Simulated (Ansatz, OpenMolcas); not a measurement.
# CH2BF3O (SMILES OC(F)B(F)F): the HOMO–LUMO gap, rung by rung

The species is CH2BF3O (8 atoms), meant as a singlet with charge 0. As SMILES, `OC(F)B(F)F`. The coordinates come from a PBE0-D4/def2-TZVP relaxation. This is one conformer, not always the lowest.

```xyz
8

O    -0.1973   -1.3239    0.4662
C     0.4465   -0.1641    0.0864
F     1.1667    0.3628    1.1467
B    -0.6735    0.8660   -0.3922
F    -1.2580    0.6891   -1.5560
F    -1.0230    1.8983    0.3330
H     0.4454   -2.0331    0.5664
H     1.1854   -0.3522   -0.7062
```

Each level gives the HOMO–LUMO gap (eV). The values are calculated.

| level | kind | program | value (eV) | CPU time |
| --- | --- | --- | --- | --- |
| BLYP/def2-SVP | GGA | OpenMolcas | 5.88 | 32 s |
| PBE/def2-SVP | GGA | Ansatz | 5.86 | 6.9 s |
| revPBE/def2-SVP | GGA | Ansatz | 5.93 | 6.7 s |
| M06-L/def2-SVP | meta-GGA | OpenMolcas | 6.80 | 38 s |
| PBE0/def2-SVP | global hybrid | OpenMolcas | 8.73 | 30 s |
| CAM-B3LYP/def2-SVP | range-separated hybrid | Ansatz | 11.36 | 9.3 s |
| wB97M-V/def2-SVP | range-separated hybrid | Ansatz | 13.27 | 76 s |
| B2PLYP/def2-SVP | double hybrid | OpenMolcas | 11.87 | 21 s |

The values span 5.86 to 13.27 eV. Orbital gaps aren't excitation energies, and those of double hybrids come from the SCF part alone; they tend to grow with the share of exact exchange. CPU times are rough (shared hosts, several kinds of processor and program).
